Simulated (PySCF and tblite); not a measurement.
Results of a calculation; reference values are marked as such.
3-formyl-1-fluorobenzene, C7H5FO, numbered as in [O:1]=[CH:2][c:3]1[cH:4][cH:5][cH:6][c:7]([F:8])[cH:9]1.

Search: ETKDG and KDG, MMFF94s, GFN2-xTB, 60 starts; geometries at GFN2-xTB. Free energies are PBE0-D3(BJ)/pcSseg-1 (IEF-PCM, benzene) single points with GFN2-xTB rigid-rotor and vibrational terms (modes under about 100 cm⁻¹ blended into free rotors). Symmetry numbers and mirror images are counted. Conformers within 3 kcal/mol (GFN2-xTB free energy) were kept, 3 at most. (PySCF 2.14, tblite 0.8.)

Torsions listed: O1–C2–C3–C4.

```
conformer  shape  symmetry  E(GFN2) kcal/mol
        1   180°        Cs              0.18
        2     0°        Cs              0.00
```

Which of these conformers is the most populated at 298.15 K, and with what share?

Conformer 1, about 59 %. The lead over the next is within the error of the method.

Give the DFT energies and free energies relative to the lowest, and all weights.


```json
{"conformer": "1", "shape": "180°", "E(DFT) kcal/mol": "0.00", "G(298.15 K) kcal/mol": "0.00", "weight %": "59.4"}
{"conformer": "2", "shape": "0°", "E(DFT) kcal/mol": "0.20", "G(298.15 K) kcal/mol": "0.23", "weight %": "40.6"}
```

How does its share change from 250 K to 373.15 K?

From 61 % to 58 %; the mixing entropy goes from 1.33 to 1.35 cal/(mol K).


Conformer gaps in pcSseg-1 on xTB geometries can be 2 kcal/mol off for S=O, P=O and other polar bonds.